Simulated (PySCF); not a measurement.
C$_{2}$H$_{9}$AlN$_{2}$O, singlet, geometry from GFN2-xTB (such geometries of metal compounds can be far from the true shape), atoms displaced at random by about 0.03 Å a coordinate; R2SCAN/STO-3G, gradient run with PySCF.

The PySCF input:
```python
from pyscf import gto, scf, dft

mol = gto.Mole()
mol.atom = '''
    Al   -0.514521   -0.150651   -0.573101
    O    -0.843441   -1.788276   -0.936817
    H    -1.052634   -2.692428   -1.088984
    N    -1.099389    1.127964   -1.582591
    H    -1.729659    0.929530   -2.371188
    H    -0.975299    2.155249   -1.537302
    N     0.552631    0.204774    0.759155
    C     1.195942   -0.808694    1.682420
    C     0.966390    1.497415    1.197675
    H     2.283342   -0.786792    1.637596
    H     0.874748   -0.744768    2.674082
    H     0.888737   -1.791715    1.343466
    H     0.664282    1.703713    2.201247
    H     2.025022    1.651851    1.143835
    H     0.505587    2.194652    0.411732
'''
mol.basis = 'sto-3g'
mol.charge = 0
mol.spin = 0
mol.verbose = 3
mol.build()

mf = dft.RKS(mol)
mf.xc = 'r2scan'
mf.grids.level = 0
mf.kernel()
g = mf.nuc_grad_method()
g.grid_response = True
grad = g.kernel()
```

Question: What does PySCF print? Leave out banner, timings and long lists.

Answer: 
```
converged SCF energy = -502.386802416447
--------------- RKS gradients ---------------
         x                y                z
0 Al     0.0156679191     0.0805478210     0.0163970416
1 O    -0.0316130496    -0.1335341975    -0.0247217988
2 H     0.0150019808     0.0526807862     0.0071024422
3 N     0.0004114178    -0.0001082922     0.0011199461
4 H     0.0059626854     0.0019807917     0.0073226473
5 H    -0.0031886796     0.0016093389    -0.0050769448
6 N    -0.0161613529     0.0530818879    -0.0233658566
7 C     0.0160931691     0.0017251027     0.0735914691
8 C     0.0312283733    -0.0389274874     0.0651314111
9 H    -0.0160905986    -0.0046567088    -0.0016318450
10 H     0.0137369399    -0.0129135930    -0.0561683622
11 H     0.0026900740     0.0190675360     0.0061675051
12 H     0.0143429066    -0.0173467265    -0.0325726645
13 H    -0.0367267049    -0.0036695906     0.0009080140
14 H    -0.0113550805     0.0004633317    -0.0342030045
----------------------------------------------
```
